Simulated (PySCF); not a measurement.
Species: C₅H₆S₂.
Z-matrix (Å and degrees, PBE0-D3(BJ)/def2-TZVP geometry), rows numbered from 1:
```
C 
S   1  1.7938
C   2  1.7403  1  101.92
C   3  1.3703  2  125.45  1  -169.62
C   4  1.4151  3  112.72  2  -177.81
C   5  1.3617  4  112.97  3    -0.29
S   6  1.7104  5  111.23  4     0.44
H   1  1.0906  2  111.21  3    59.26
H   1  1.0909  2  111.35  3   -64.07
H   1  1.0900  2  105.90  3   177.76
H   4  1.0818  3  122.96  2     2.49
H   5  1.0820  4  123.72  3  -179.60
H   6  1.0788  5  128.74  4  -178.66
```

Level: wB97X-D/pcSseg-2 in PySCF, non-relativistic, on one gas-phase PBE0-D3(BJ)/def2-TZVP geometry that isn't relaxed in the solvent. The solvent is an IEF-PCM continuum (cavity from Bondi-type radii × 1.2). The model holds no explicit solvent molecules, cavitation or dispersion.

Gas phase at wB97X-D/pcSseg-2: HOMO -7.60 eV, LUMO 1.26 eV, dipole 1.00 D.

Q: What does the continuum do to the energy, the frontier levels and the dipole at wB97X-D/pcSseg-2 in chloroform?

A: 
```tsv
solvent	ε	E(solvent) − E(gas) (kcal/mol)	polarisation term (kcal/mol)	distortion of the solute (kcal/mol)	HOMO (eV)	LUMO (eV)	dipole (D)
chloroform	4.711	-2.96	-3.24	0.28	-7.63	1.24	1.29
```

The first energy column is the sum of the next two and covers electrostatics alone.

Time: 80 s; peak memory 1.8 GiB. Hardware: one thread of an Arm Neoverse V1, no GPU, shared host. This is the whole shielding run at wB97X-D/pcSseg-2 in chloroform, SCF included.

The pairwise dispersion term of wB97X-D wasn't added to the energies; at a given geometry it leaves orbitals and properties as they are.
